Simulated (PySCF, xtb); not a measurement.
C5H7F, SMILES F[C@@H](C#C)CC.

GFN2-xTB (xtb 6.7.1) at its own geometry gives an orbital gap of 6.58 eV and a dipole moment of 2.30 D.

The structure is a stationary point at B3LYP-D3(BJ)/def2-SVP. The structure was generated by enumeration; whether it is a known compound was not checked. One conformer was computed; it need not be the lowest.

Problem. What does PBE/def2-TZVP run with PySCF give? (The exact figures need the calculation; the answer reports its results.)

Solution. gap 5.99 eV (levels -6.79 and -0.81 eV), dipole 1.69 D.
